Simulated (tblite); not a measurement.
Species: C₅H₁₁NOSi₃.
Numbering: `[CH:1]#[C:2][SiH2:3][O:4][Si@@H:5]([CH2:6][C:7]#[N:8])[SiH2:9][CH3:10]` (hydrogens: H11 on C1; H12, H13 on Si3; H14 on Si5; H15, H16 on C6; H17, H18 on Si9; H19, H20, H21 on C10)

Computed geometry: GFN2-xTB, gas phase.

Entries marked ? are missing. Bonds in one row agree within 0.01 Å.

```json
{"coordinate": "C1≡C2", "value": "1.202 Å"}
{"coordinate": "C2–Si3", "value": "?"}
{"coordinate": "Si3–O4", "value": "1.627 Å"}
{"coordinate": "O4–Si5", "value": "1.627 Å"}
{"coordinate": "Si5–C6", "value": "1.931 Å"}
{"coordinate": "C6–C7", "value": "?"}
{"coordinate": "C7≡N8", "value": "1.146 Å"}
{"coordinate": "Si5–Si9", "value": "?"}
{"coordinate": "Si9–C10", "value": "?"}
{"coordinate": "C1–H11", "value": "1.053 Å"}
{"coordinate": "Si3–H12", "value": "1.463 Å"}
{"coordinate": "Si3–H13", "value": "1.461 Å"}
{"coordinate": "Si5–H14", "value": "1.471 Å"}
{"coordinate": "C6–H15", "value": "1.092 Å"}
{"coordinate": "C6–H16", "value": "1.091 Å"}
{"coordinate": "Si9–H17", "value": "1.474 Å"}
{"coordinate": "Si9–H18", "value": "1.477 Å"}
{"coordinate": "C10–H19, C10–H20, C10–H21", "value": "1.086 Å"}
{"coordinate": "C1–C2–Si3", "value": "179.3°"}
{"coordinate": "C2–Si3–O4", "value": "?"}
{"coordinate": "Si3–O4–Si5", "value": "153.1°"}
{"coordinate": "O4–Si5–C6", "value": "102.4°"}
{"coordinate": "O4–Si5–Si9", "value": "110.2°"}
{"coordinate": "C6–Si5–Si9", "value": "111.9°"}
{"coordinate": "Si5–C6–C7", "value": "?"}
{"coordinate": "C6–C7–N8", "value": "?"}
{"coordinate": "Si5–Si9–C10", "value": "109.0°"}
```

Q: Estimate the withheld lengths and angles.

A: 
- C2–Si3 = 1.852 Å, drawn single (alkyne carbon to oxygen-bound silicon); 0.05 Å above the sum of covalent radii, 1.80 Å.
- C6–C7 = 1.422 Å, drawn single (sp3 carbon bound to silicon to nitrile carbon); 0.03 Å below the sum of covalent radii, 1.45 Å.
- Si5–Si9 = 2.309 Å, drawn single (oxygen-bound silicon to SiH2 silicon); 0.09 Å above the sum of covalent radii, 2.22 Å.
- Si9–C10 = 1.896 Å, drawn single (SiH2 silicon to Si-methyl carbon); 0.03 Å above the sum of covalent radii, 1.87 Å.
- C2–Si3–O4 = 108.8°, at the oxygen-bound silicon; the outer atoms are 2.832 Å apart.
- Si5–C6–C7 = 109.9°, at the sp3 carbon bound to silicon; the outer atoms are 2.760 Å apart.
- C6–C7–N8 = 177.3°, at the nitrile carbon; the outer atoms are 2.567 Å apart.

Radii are Cordero's, carbon taken as 0.76, 0.73 or 0.69 Å for four, three, and two or fewer neighbours.

Its lowest GFN2-xTB frequency is 8i cm⁻¹, too small to tell a flat minimum from a shallow saddle. The numbers are those of one conformer (C2–Si3–O4–Si5 -42°, Si3–O4–Si5–C6 175°, O4–Si5–C6–C7 177°, O4–Si5–Si9–C10 170°).

The run took 2.5 s on an Arm Neoverse N1 with one thread, shared host. That covers the optimisation of the geometry.
